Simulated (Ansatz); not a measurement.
The same ligand exchange along the group F, Br, I.

Gas-phase electronic energies from Ansatz, PBE0-D4/def2-TZVP geometries. CCSD(T)/CBS adds triple-zeta CCSD(T) − MP2 to the extrapolated MP2 energy (def2 sets, frozen cores). This one scheme is used for every species. def2 core potentials past Kr. For Br, Ge, I outer-core shells are correlated without core-valence functions, which leaves a few kJ/mol of doubt a bond. Scalar relativity is left out up to krypton. One conformer a species, not always the lowest.

Order these by ΔE at CCSD(T)/CBS, lowest first. (An estimate is asked.)
A. `[OH][GeH2][I]` + HI → `[I][GeH2][I]` + H₂O
B. `[OH][GeH2][F]` + H–F → `[F][GeH2][F]` + H₂O
C. `[OH][GeH2][Br]` + HBr → `[Br][GeH2][Br]` + H₂O

A (-0.61 eV), C (-0.51 eV), B (-0.26 eV).

Largest T1 diagnostic: 0.012, for `[F][GeH2][F]`.
